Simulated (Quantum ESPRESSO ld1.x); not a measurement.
Values are calculated unless marked as measured or tabulated.
Task: All-electron atom: Au V in [Xe] 4f14 5d7. Code: ld1.x of Quantum ESPRESSO 7.5. Model: scalar-relativistic Kohn-Sham, Slater X-alpha with alpha = 1, spin-unpolarised, spherical densities, point nucleus. Some entries of the table are withheld. Estimate them.

| orbital | occ. | eigenvalue (eV) | <r^2> (bohr^2) | <1/r> (bohr^-1) |
|---|---|---|---|---|
| 1s | 2 | -81190.0 | 0.0003919 | 95.94 |
| 2s | 2 | -14435.4 | (1) | 22.53 |
| 2p | 6 | -12506.8 | 0.005011 | 20.04 |
| 3s | 2 | -3468.86 | (2) | 8.366 |
| 3p | 6 | -2908.13 | 0.03933 | 7.634 |
| 3d | 10 | -2309.70 | 0.03249 | 7.190 |
| 4s | 2 | -806.444 | 0.1845 | 3.593 |
| 4p | 6 | -621.650 | 0.2101 | (3) |
| 4d | 10 | -399.457 | 0.2370 | 2.919 |
| 5s | 2 | -170.767 | 0.9219 | 1.495 |
| 4f | 14 | -151.368 | 0.2844 | 2.514 |
| 5p | 6 | -120.165 | (4) | 1.285 |
| 5d | 7 | -61.6325 | 1.998 | 0.9794 |
| 6s | 0 | -47.8265 | (5) | 0.6272 |
| 6p | 0 | -35.5641 | 6.603 | 0.5275 |

Result: 
(1) 2s <r^2> (bohr^2): 0.005960
(2) 3s <r^2> (bohr^2): 0.03832
(3) 4p <1/r> (bohr^-1): 3.248
(4) 5p <r^2> (bohr^2): 1.200
(5) 6s <r^2> (bohr^2): 4.723
